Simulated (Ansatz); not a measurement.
Consider the ligand exchange at a B–N bond: `BN=CF` + `C[SeH]` → `B[Se]C` + `N=CF`.

Program: Ansatz. Geometries: PBE0-D4/def2-TZVP. ΔE: electronic, gas phase. CCSD(T)/CBS is the MP2 limit (def2-TZVPP, def2-QZVPP) plus CCSD(T) − MP2 in def2-TZVPP, frozen cores. This one scheme is used for every species. DFT in def2-TZVPP. B3LYP here is the variant with VWN-RPA as its local correlation; programs differ in this. For Se outer-core shells are correlated without core-valence functions, which leaves a few kJ/mol of doubt a bond. Scalar relativity is left out up to krypton. Each species was taken in one conformer, which may not be the lowest.

Is it downhill or uphill in electronic energy at CCSD(T)/CBS, and by how much? (Best estimate.)

Computed: Uphill: ΔE = +0.07 eV.

What do these levels give: PBE-D4, revPBE-D4, r2SCAN-D4, r2SCANh-D4, CAM-B3LYP-D4, B3LYP, r2SCANh, r2SCAN0, CCSD/def2-TZVPP, MP2/def2-QZVPP, MP2/CBS(def2), CCSD/CBS(def2)? (Estimate.)

Ansatz gave: PBE-D4 0.20, revPBE-D4 0.17, r2SCAN-D4 0.19, r2SCANh-D4 0.18, CAM-B3LYP-D4 0.28, B3LYP 0.29, r2SCANh 0.19, r2SCAN0 0.18, CCSD/def2-TZVPP 0.10, MP2/def2-QZVPP 0.07, MP2/CBS(def2) 0.07, CCSD/CBS(def2) 0.09 eV.

What do rigid-rotor, harmonic-oscillator terms from PBE0-D4/def2-TZVP frequencies (298.15 K, 1 bar) make of the CCSD(T)/CBS value? (Best estimate.)

Computed: ΔZPE = +0.08 eV, ΔH = +0.14 eV, ΔS = -3 J/(mol·K), ΔG = +0.15 eV.

Largest T1 diagnostic among the species: 0.015.

Leaving LDA and LC-ωPBE aside and taking each functional with its dispersion term where it has one, the values, not all of them listed here, spread over 0.17 eV, from PBE-QIDH to BLYP-D4. LDA lies +0.08 eV from PBE without D4. At CCSD(T), def2-SVP lies +0.17 eV from the extrapolated value and def2-TZVPP +0.01 eV. In def2-TZVPP, CCSD(T) changes the Hartree–Fock value by −0.12 eV (the triples alone add −0.02 eV) and MP2 by −0.13 eV.
